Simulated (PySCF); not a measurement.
Bonds (- single, = double, # triple, : aromatic): N1#C2 1.146 Å, C2-C3 1.421 Å, C3-Si4 1.918 Å, C3-Si5 1.918 Å. C3 carries H6; Si4 carries H7, H8, H9; Si5 carries H10, H11, H12.

[PySCF 2.14.0 with density-fitted response routines: GFN2-xTB structure; NMR shieldings at PBE0/pcSseg-1/GIAO; averaged over atoms made equivalent by symmetry, fast rotation or ring inversion; in vacuum; one conformer; non-relativistic]

Shifts are taken against calculated references (same method and geometry level): ¹³C (σ = 186.93 ppm), ¹H (σ = 31.72 ppm), ²⁹Si (σ = 349.16 ppm) against TMS; ¹⁵N (σ = 267.73 ppm) against NH3.

```tsv
atoms	nucleus	count	δ (ppm)
Si4/Si5	²⁹Si	2	?
H6	¹H	1	1.15
N1	¹⁵N	1	293.5
C2	¹³C	1	123.7
H7/H8/H9/H10/H11/H12	¹H	6	?
C3	¹³C	1	-11.5
```

Complete the table.

Answers


- H7/H8/H9/H10/H11/H12: 4.16 ppm, hydrogen on a silicon bonded to C
- Si4/Si5: -63.4 ppm, silicon bonded to C, 3 H

Shifts are as computed. Against solution values, carbons near 30 ppm lie about +3 ppm off and those near 130 ppm about +5 ppm. Of 1211 compounds with measured shifts, 218 miss one by over three times the rms of a fit or turn the order of signals round; such compounds aren't used in these exercises. Experimental scales use liquid or dissolved standards, which lie at an offset from isolated NH3 (liquid NH3: subtract about 20 ppm). Unscaled 15N shifts of sp2 nitrogen come out 20 to 40 ppm too high even then.
